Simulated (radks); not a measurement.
The numbers below are computed, except where a source is named.
Ionisation of neutral magnesium, [Ne] 3s2, to [Ne] 3s1 as the strength of local exchange is varied. Level of theory: scalar-relativistic Kohn-Sham, Slater X-alpha exchange (alpha = 2/3 is LDA exchange), no correlation, spin-polarised, spherical densities, finite nucleus; Fermi nuclear charge, rms radius 3.057 fm (a radial shooting solver on a logarithmic mesh with Libxc functionals).

alpha,E(Mg) (hartree),exchange (hartree),IE (eV),-e of the level emptied (eV),<r> of it (bohr)
0.667,-198.57653,-14.57015,6.498,3.876 (3s),3.214
0.715,-199.62750,-15.68805,6.748,4.146 (3s),3.164
0.751,-200.41878,-16.53256,6.939,4.354 (3s),3.127
0.941,-204.63836,-21.07592,7.989,5.517 (3s),2.950
0.964,-205.15409,-21.63574,8.121,5.665 (3s),2.930
0.995,-205.85089,-22.39362,8.301,5.867 (3s),2.904
1.004,-206.05355,-22.61438,8.354,5.927 (3s),2.896
1.023,-206.48192,-23.08148,8.465,6.053 (3s),2.881

NIST Atomic Spectra Database: 7.646 eV (measured). The Delta-SCF value meets it near alpha = 0.88.
